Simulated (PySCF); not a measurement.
Ionisation energy along the 20-electron series

Calculated with PySCF 2.14 and a two-component X2C-1e Hamiltonian (Gaussian nucleus, no Breit or QED terms), each ion in its own even-tempered basis scaled to its charge; GMP2 freezes [Ne] and drops the highest virtual spinors. Values in eV. NIST values: (m) measured, (s) semi-empirical, (t) theoretical.

```
  ion  configuration  GHF (spin-free)  GMP2 (spin-free)  GHF (screened spin-orbit)  GMP2 (screened spin-orbit)          NIST
In²⁹⁺       [Ar] 3d2           1654.9            1654.7                     1658.8                      1658.7  1659 ± 4 (t)
Sn³⁰⁺       [Ar] 3d2           1758.3            1758.1                     1762.7                      1762.6  1763 ± 4 (t)
Sb³¹⁺       [Ar] 3d2           1864.7            1864.5                     1869.7                      1869.6  1869 ± 4 (t)
```

Between Z = 49 and Z = 51 the GMP2 (screened spin-orbit) value grows as Z to the power 2.99.
